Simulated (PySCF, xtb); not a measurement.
Ga(Me)(OH)2 (CH5GaO2), SMILES [CH3][Ga]([OH])[OH].

GFN2-xTB in xtb at its own geometry gives an orbital gap of 4.76 eV and a dipole moment of 2.59 D.

The structure is a stationary point at PBE-D3(BJ)/def2-SVP. The values are those of a single conformer.

What does PySCF with HF/def2-TZVP give? (Estimate from the structure and the level; the computed values follow.)

gap 14.43 eV (levels -11.89 and 2.55 eV), dipole 2.62 D.
